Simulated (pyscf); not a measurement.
Insertion: `[Cl][In]` [singlet] + `[OH][SiH3]` -> `[SiH3][O][InH][Cl]`

Gas phase, singlet surface, charge 0. Bonds broken: O3–H5. Bonds formed: In1–O3, In1–H5. Optimised with ωB97X-D3(BJ)/def2-SVP in PySCF.

Transition state (Å):

```xyz
8

In     1.0511     0.6327    -1.4175
Cl     2.3553     2.4277    -0.7080
O     -0.3466    -0.2202    -0.0227
Si    -1.2249    -0.6921     1.3057
H     -0.0864    -0.6868    -1.4968
H     -0.7218    -1.9878     1.8580
H     -2.6648    -0.8769     0.9490
H     -1.1374     0.3389     2.3853
```

One imaginary mode, 1344i cm⁻¹; descent along it reached the two sides named, in the forms told below.

```json
[
 {"bond": "O3–H5", "change": "breaks", "reactant side (Å)": "0.964", "saddle": "1.568", "product side": "3.3"},
 {"bond": "In1–O3", "change": "forms", "reactant side (Å)": "2.583", "saddle": "2.151", "product side": "1.977"},
 {"bond": "In1–H5", "change": "forms", "reactant side (Å)": "3.2", "saddle": "1.744", "product side": "1.690"}
]
```

Electronic energies relative to the separated reactants (eV):

| level | barrier | reaction energy | reverse barrier |
|---|---|---|---|
| ωB97X-D3(BJ)/def2-TZVP | 2.19 | +0.15 | 2.04 |
| PBE/def2-TZVP | 1.89 | +0.55 | 1.34 |
| r²SCAN/def2-TZVP | 1.88 | +0.29 | 1.59 |
| B3LYP-D3(BJ)/def2-TZVP | 2.17 | +0.55 | 1.62 |
| PBE0-D3(BJ)/def2-TZVP | 2.08 | +0.39 | 1.69 |
| M06-2X/def2-TZVP | 2.18 | +0.29 | 1.89 |
| ωB97M-D3(BJ)/def2-TZVP | 2.25 | +0.38 | 1.87 |
| HF/def2-TZVP | 2.99 | +0.47 | 2.52 |

With ωB97M-D3(BJ)/def2-TZVP energies and thermal terms (ideal gas, 1 atm, RRHO with modes under 100 cm⁻¹ raised to 100, one conformer, R ln 2 for chiral ones without a mode under 150 cm⁻¹), in eV:

| T (K) | ΔH‡ | ΔG‡ | ΔH | ΔG |
|---|---|---|---|---|
| 298 | 2.11 | 2.53 | +0.30 | +0.73 |
| 600 | 2.13 | 2.95 | +0.34 | +1.15 |
| 900 | 2.16 | 3.35 | +0.38 | +1.55 |
| 1200 | 2.18 | 3.75 | +0.43 | +1.93 |

On the reactant side the descent ends in a bound adduct (not fully relaxed), 0.44 eV under the separated species and 2.63 eV under the saddle at ωB97X-D3(BJ)/def2-TZVP. This is the saddle that the search found; another between the same sides may lie lower. Elements past Kr carry the def2 core potentials, without spin-orbit coupling.
